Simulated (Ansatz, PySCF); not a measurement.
Potential energy curve for I2, singlet.

Methods: UHF/def2-SVP, def2 effective core potentials past Kr (PySCF); RHF/def2-SVP, def2 effective core potentials past Kr (PySCF); UKS-BHandHLYP = unrestricted BHandHLYP/def2-SVP, def2 effective core potentials past Kr in PySCF; RKS-BHandHLYP = restricted BHandHLYP/def2-SVP, def2 effective core potentials past Kr in PySCF 2.14.0; UKS-B3LYP = unrestricted B3LYP/def2-SVP, def2 effective core potentials past Kr (PySCF); RKS-B3LYP = PySCF with restricted B3LYP/def2-SVP, def2 effective core potentials past Kr; UKS-PBE0 = PySCF 2.14.0 with unrestricted PBE0/def2-SVP, def2 effective core potentials past Kr; RKS-PBE0 = restricted PBE0/def2-SVP, def2 effective core potentials past Kr (PySCF); UKS-PBE = Ansatz (an electronic-structure program) with unrestricted PBE/def2-SVP, def2 effective core potentials past Kr; RKS-PBE = restricted PBE/def2-SVP, def2 effective core potentials past Kr run with Ansatz.

Scanned distances (Å): 2.13, 2.27, 2.37, 2.49, 2.56, 2.66, 2.71, 2.83, 2.90, 3.07, 3.26, 3.60, 3.94, 4.33, 4.83, 5.27, 5.78, 6.54, 7.14, 7.95.

Problem. Where does the unrestricted solution first break spin symmetry (<S²> of 0.01 or more)?

Solution. UHF: between 2.83 and 2.90 Å; UKS-BHandHLYP: between 3.07 and 3.26 Å; UKS-B3LYP: between 3.07 and 3.26 Å; UKS-PBE0: between 3.07 and 3.26 Å; UKS-PBE: between 3.07 and 3.26 Å.

| R / Å | <S²> UHF | E(RHF) − E(UHF) / mEh | <S²> UKS-BHandHLYP | E(RKS-BHandHLYP) − E(UKS-BHandHLYP) / mEh | <S²> UKS-B3LYP | E(RKS-B3LYP) − E(UKS-B3LYP) / mEh | <S²> UKS-PBE0 | E(RKS-PBE0) − E(UKS-PBE0) / mEh | <S²> UKS-PBE | E(RKS-PBE) − E(UKS-PBE) / mEh |
|---|---|---|---|---|---|---|---|---|---|---|
| 2.13 | 0.00 | 0.0 | 0.00 | 0.0 | 0.00 | 0.0 | 0.00 | 0.0 | 0.00 | 0.0 |
| 2.27 | 0.00 | 0.0 | 0.00 | 0.0 | 0.00 | 0.0 | 0.00 | 0.0 | 0.00 | 0.0 |
| 2.37 | 0.00 | 0.0 | 0.00 | 0.0 | 0.00 | 0.0 | 0.00 | 0.0 | 0.00 | 0.0 |
| 2.49 | 0.00 | 0.0 | 0.00 | 0.0 | 0.00 | 0.0 | 0.00 | 0.0 | 0.00 | 0.0 |
| 2.56 | 0.00 | 0.0 | 0.00 | 0.0 | 0.00 | 0.0 | 0.00 | 0.0 | 0.00 | 0.0 |
| 2.66 | 0.00 | 0.0 | 0.00 | 0.0 | 0.00 | 0.0 | 0.00 | 0.0 | 0.00 | 0.0 |
| 2.71 | 0.00 | 0.0 | 0.00 | 0.0 | 0.00 | 0.0 | 0.00 | 0.0 | 0.00 | 0.0 |
| 2.83 | 0.00 | 0.0 | 0.00 | 0.0 | 0.00 | 0.0 | 0.00 | 0.0 | 0.00 | 0.0 |
| 2.90 | 0.16 | 0.6 | 0.00 | 0.0 | 0.00 | 0.0 | 0.00 | 0.0 | 0.00 | 0.0 |
| 3.07 | 0.50 | 8.1 | 0.00 | 0.0 | 0.00 | 0.0 | 0.00 | 0.0 | 0.00 | 0.0 |
| 3.26 | 0.72 | 22.1 | 0.27 | 1.3 | 0.14 | 0.1 | 0.18 | 0.2 | 0.22 | 0.3 |
| 3.60 | 0.91 | 50.8 | 0.76 | 14.7 | 0.63 | 3.5 | 0.70 | 5.5 | 0.68 | 4.2 |
| 3.94 | 0.99 | 78.0 | 0.94 | 32.2 | 0.88 | 11.5 | 0.92 | 17.6 | 0.87 | 8.9 |
| 4.33 | 1.01 | 103.4 | 0.99 | 49.7 | 0.97 | 22.7 | 0.99 | 31.3 | 0.95 | 13.4 |
| 4.83 | 1.01 | 126.5 | 1.00 | 65.7 | 1.00 | 33.8 | 1.00 | 43.9 | 0.99 | 18.0 |
| 5.27 | 1.01 | 139.9 | 1.00 | 74.6 | 1.00 | 40.0 | 1.00 | 50.6 | 1.00 | 21.5 |
| 5.78 | 1.01 | 150.3 | 1.00 | 81.1 | 1.00 | 44.2 | 1.00 | 55.1 | 1.00 | 24.1 |
| 6.54 | 1.01 | 159.6 | 1.00 | 86.5 | 1.00 | 47.4 | 1.00 | 58.6 | 1.00 | 25.8 |
| 7.14 | 1.01 | 164.3 | 1.00 | 89.0 | 1.00 | 48.7 | 1.00 | 60.1 | 1.00 | 26.2 |
| 7.95 | 1.01 | 168.7 | 1.00 | 91.2 | 1.00 | 49.7 | 1.00 | 61.3 | 1.00 | 26.3 |
